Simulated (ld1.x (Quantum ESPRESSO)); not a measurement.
## Building the TM potential for Pm (Z = 61) (PBE, scalar-relativistic).

The input file (ld1.x (Quantum ESPRESSO) 7.5):

```
&input
   title='Pm', zed=61., rel=1, dft='PBE', iswitch=3,
   config='[Xe] 4f5 5d0 6s0 6p0',
   nld=4, rlderiv=3.90, eminld=-5.0, emaxld=5.0, deld=0.02
 /
 &inputp
   pseudotype=2, tm=.true., lloc=0,
   nlcc=.true., rcore=0.80,
   file_pseudopw='Pm.UPF', file_wfcaegen='ae.wfc', file_wfcncgen='nc.wfc', file_beta='beta', file_chi='chi'
 /
4
5P  2  1   6.00   0.00  2.00  2.00  0.0
5D  3  2   0.00   0.00  2.30  2.30  0.0
4F  4  3   5.00   0.00  1.20  1.20  0.0
6S  1  0   0.00   0.00  3.60  3.60  0.0
 &test
   configts(1)='4f5 5p6 5d0 6s0 6p0'
 /
```

Command:

```bash
ld1.x < Pm.in > Pm.out
```

The program printed (shortened: banner, matrices, multipoles, cross overlaps and the repeated all-electron block are left out):

```
[... start of the log left out ...]
     s(5P/5P) =  1.000000  <r> =   1.6792  <r2> =    3.1956  r(max) =   1.4574
     s(4D/4D) =  1.000000  <r> =   0.6885  <r2> =    0.5501  r(max) =   0.6000
     s(4F/4F) =  1.000000  <r> =   1.0354  <r2> =    1.4537  r(max) =   0.6387
     s(5D/5D) =  1.000000  <r> =   2.5724  <r2> =    7.6986  r(max) =   2.0681
     s(6S/6S) =  1.000000  <r> =   3.6090  <r2> =   14.5251  r(max) =   3.2842
     s(6P/6P) =  1.000000  <r> =   4.3737  <r2> =   21.3872  r(max) =   3.9615

     ------------------------ End of All-electron run ------------------------

     --------------------- Generating NC pseudopotential ---------------------

      Generating local pot.: lloc=0, matching radius rcloc =   3.6000

      Computing core charge for nlcc:

       r > 0.81 : true rho core
       r < 0.81 : rho core = a sin(br)/r    a=  47.06  b=   3.16

      Integrated core pseudo-charge :  18.76

      Wfc   5P  rcut= 1.992  Using Troullier-Martins method

      Wfc   5D  rcut= 2.314  Using Troullier-Martins method

      Wfc   4F  rcut= 1.208  Using Troullier-Martins method

     ------------------- End of pseudopotential generation -------------------

     Computing logarithmic derivative in   3.88800

 %%%%%%%%%%%%%%%%%%%%%%%%%%%%%%%%%%%%%%%%%%%%%%%%%%%%%%%%%%%%%%%%%%%%%%%%%%%%%%
     Error in routine run_pseudo (1):
     Errors in PS-KS equation
 %%%%%%%%%%%%%%%%%%%%%%%%%%%%%%%%%%%%%%%%%%%%%%%%%%%%%%%%%%%%%%%%%%%%%%%%%%%%%%

     stopping ...
```

The run stopped because the pseudo-atom solver did not find the valence states with the expected number of nodes, which is the usual sign of a ghost state.

The run took about 0.5 s on one core of a shared server CPU.
